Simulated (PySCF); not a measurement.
## Electron correlation in Be (beryllium, neutral)

[He] 2s1 3s1, high-spin 3S determinant (an excited configuration). Calculation: PySCF 2.14, in x2c-TZVPPall with one added diffuse shell of s type (6s3p1d, 20 functions); scalar relativity by spin-free X2C-1e. Frozen: 1s2; 2 electrons correlated.

With two correlated electrons CCSD is exact within the correlated space (frozen core and kept virtual orbitals).

```tsv
level	correlation energy (mhartree)
CCSD	-3.55
```

Diagnostics: T1 = 0.021, D1 = 0.0412, largest double amplitude 0.065.

The outer electron is Rydberg-like, and this basis confines it to a smaller radius and binds it less than a complete one would.

Cost of the coupled-cluster step: of the order of 0.07 core-seconds, for 2 correlated electrons.

Iterations:

```
CC2 = 0
CCSD nocc = (np.int64(2), np.int64(0)), nmo = (19, 19)
frozen orbitals [[0], [0]]
max_cycle = 100
direct = 0
conv_tol = 1e-08
conv_tol_normt = 1e-06
diis_space = 8
diis_start_cycle = 0
Init t2, MP2 energy = -0.00136698954563487
Init E_corr(UCCSD) = -0.0013669895457795
cycle = 1  E_corr(UCCSD) = -0.00217440714604707  dE = -0.0008074176  norm(t1,t2) = 0.0270727
cycle = 2  E_corr(UCCSD) = -0.00267178344446566  dE = -0.000497376298  norm(t1,t2) = 0.0181917
cycle = 3  E_corr(UCCSD) = -0.00356901561779276  dE = -0.000897232173  norm(t1,t2) = 0.0123957
cycle = 4  E_corr(UCCSD) = -0.00354255695301241  dE = 2.64586648e-05  norm(t1,t2) = 0.00212003
cycle = 5  E_corr(UCCSD) = -0.00354395329275061  dE = -1.39633974e-06  norm(t1,t2) = 0.000263305
cycle = 6  E_corr(UCCSD) = -0.00354862373278061  dE = -4.67044003e-06  norm(t1,t2) = 0.000827721
cycle = 7  E_corr(UCCSD) = -0.00354663006235889  dE = 1.99367042e-06  norm(t1,t2) = 4.20125e-05
cycle = 8  E_corr(UCCSD) = -0.00354695002918594  dE = -3.19966827e-07  norm(t1,t2) = 7.21738e-06
cycle = 9  E_corr(UCCSD) = -0.0035469338299586  dE = 1.61992273e-08  norm(t1,t2) = 7.3352e-07
cycle = 10  E_corr(UCCSD) = -0.00354692023905838  dE = 1.35909002e-08  norm(t1,t2) = 3.28422e-07
cycle = 11  E_corr(UCCSD) = -0.00354692061719908  dE = -3.78140694e-10  norm(t1,t2) = 1.09053e-08
UCCSD converged
E(UCCSD) = -14.38303113123741  E_corr = -0.003546920617199076
```
